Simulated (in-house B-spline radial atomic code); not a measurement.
Results of a calculation; reference values are marked as such.
## Correlation energy from the adiabatic connection: ω²r²/2, ω = 0.173

Two electrons in a singlet, external potential ω²r²/2, ω = 0.173 (atomic units). Full CI in B-splines (partial waves to l = 8, correlation up to 0.6 % small) with the density held fixed gives W(λ) = <V_ee>_λ − U, and E_c is the integral of W(λ) − W(0) from 0 to 1.

```csv
λ,W(λ) − W(0) (hartree)
0,0.00000
0.02,-0.00203
0.05,-0.00494
0.12,-0.01122
0.25,-0.02116
0.4,-0.03043
0.6,-0.04011
0.8,-0.04760
1,-0.05357
```

Integrate the table by the trapezoid rule.

The strips give -0.00002, -0.00010, -0.00057, -0.00210, -0.00387, -0.00705, -0.00877, -0.01012, which sum to -0.03261 hartree. The direct value, W(1) − W(0) + T_c with T_c = 0.02081, is -0.03275; the curve is convex, so chords lie above it and the trapezoids fall short in size by 0.44 %.

Now use only three numbers: W(0) = -0.28742, the initial slope W'(0) = -0.103 (extrapolated from the first points) and the strong-coupling limit of the point-charge-plus-continuum model, W∞ = -0.39009. What do second-order theory and the interpolation W(λ) = W∞ + (W(0) − W∞)/√(1 + 2χλ) of Seidl, Perdew and Levy give?

Second order keeps the slope alone: E_c = W'(0)/2 = -0.05150, +57 % in size against -0.03275. Matching the slope fixes χ = W'(0)/(W∞ − W(0)) = -0.103/(-0.10267) = 1.00321. Integrating, with s = √(1 + 2χ) = 1.733906, E_c = −(W(0) − W∞)(s − 1)/(s + 1) = −0.10267 × 0.733906/2.733906 = -0.02756 hartree, -15.8 % in size against the full result. At λ = 1 the formula gives W − W(0) = -0.04346 against -0.05357. Part of the miss can come from the model's W∞.
